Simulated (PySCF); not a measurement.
**Static response to an electric field**

C7H9FO.
Cartesian coordinates in Å at the PBE0-D3(BJ)/def2-SVP level; atoms count from 1:
```xyz
18
C7H9FO angstrom
C     -0.9563    2.0939   -1.5455
C     -0.8455    0.9621   -1.1274
C     -0.7256   -0.3867   -0.6117
C     -1.7505   -0.7457    0.5057
C     -0.6617   -0.5244    1.5733
C      0.3884   -0.5845    0.4742
F      0.8699   -1.8727    0.3354
O      1.4140    0.2897    0.5888
C      2.3081    0.3214   -0.5021
H     -1.0519    3.0975   -1.9161
H     -0.6501   -1.1139   -1.4349
H     -2.0688   -1.7941    0.4318
H     -2.6349   -0.0988    0.5576
H     -0.5481   -1.2755    2.3664
H     -0.6934    0.4825    2.0101
H      2.8402   -0.6368   -0.6089
H      1.7832    0.5554   -1.4438
H      3.0332    1.1183   -0.2959
```

Level: CAM-B3LYP/def2-SVPD (PySCF), static field, nuclei fixed, core orbitals frozen in the response. The polarisability tensor in these axes (au):

```
x    82.47  -0.65  -0.94
y    -0.65  89.03 -12.80
z    -0.94 -12.80  78.23
```

Problem. Diagonalise the tensor; give its mean and Δα, where Δα² is half the sum of the squared differences of the eigenvalues.

Solution. Principal values 69.64, 82.57 and 97.53 au; mean 83.25 au = 12.34 Å³ = 13.73 × 10⁻⁴⁰ C²·m²/J; Δα = 24.17 au (29 % of the mean).

Problem. What is the dipole moment, and where does it point?

Solution. (-0.61, 0.62, -0.60) D, 1.06 D in size, pointing from the negative to the positive side. Measured along this direction, the outermost atoms are F7 and H14 at the negative end and H10 at the positive end.

Problem. Rayleigh depolarisation ratio (linearly polarised light, static tensor)?

Solution. ρ = 3Δα²/(45ᾱ² + 4Δα²) = 1753.1/(311838 + 2337.5) = 0.00558.

Problem. Give the principal axes and the span of the nuclei along them.

Solution. Largest value along (0.00, 0.83, -0.55), where the nuclei span 6.01 Å; middle along (1.00, -0.05, -0.07), 5.65 Å; least along (0.09, 0.55, 0.83), 3.73 Å. The response follows the extents in order.

Problem. Refractivity n − 1 of an ideal gas of it at 400 K and 1 atm, from the electronic α?

Solution. N = p/kT = 1.8347 × 10¹⁹ cm⁻³, so n − 1 = 2π × N × 12.34 × 10⁻²⁴ cm³ = 1422 × 10⁻⁶ at long wavelengths, for an ideal gas.

Geometry: PBE0-D3(BJ)/def2-SVP, one conformer, isolated molecule.
